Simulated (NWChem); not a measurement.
C₄H₇O₂, doublet; SMILES C[CH]OC(C)=O

```xyz
13

C      0.2396    -2.6124    -0.0620
C     -0.4166    -1.3034     0.1129
O      0.4124    -0.2199     0.0463
C     -0.1314     1.0223    -0.0049
C      0.9415     2.0681    -0.0107
O     -1.3149     1.2190    -0.0273
H     -0.4595    -3.4246     0.1817
H      0.5908    -2.7751    -1.1011
H      1.1240    -2.7074     0.5900
H     -1.4791    -1.1003    -0.0295
H      1.7011     1.8378    -0.7710
H      1.4502     2.0784     0.9655
H      0.4938     3.0499    -0.1996
```
Atoms are numbered in this order, from 1.

All runs: NWChem. Pople sets run with spherical d functions. Spin-unrestricted. The geometry was optimised at PBE0/def2-SVP, spin-unrestricted. No stability test was run on the SCF state. Total energies of different functionals are on different scales.

```csv
level,energy (Ha),highest occupied level (eV),"lowest empty minus highest occupied level, either spin (eV)",dipole (D),<S²>
B3LYP/6-31G*,-307.0378,-4.80,3.67,2.00,0.754
PBE/6-31G*,-306.6676,-3.74,1.73,2.01,0.753
PW91/6-31G*,-306.9201,-3.80,1.75,2.02,0.753
UHF/6-31G*,-305.2429,-8.84,12.88,2.11,0.762
"LDA (Slater exchange, VWN5)/6-31G*",-304.4950,-3.72,1.25,2.11,0.752
RPBE/6-31G*,-307.0401,-3.72,1.83,1.97,0.753
PBE0/6-31G*,-306.6899,-5.13,4.35,2.03,0.754
BHandHLYP/6-31G*,-306.8632,-6.39,6.88,2.04,0.755
```
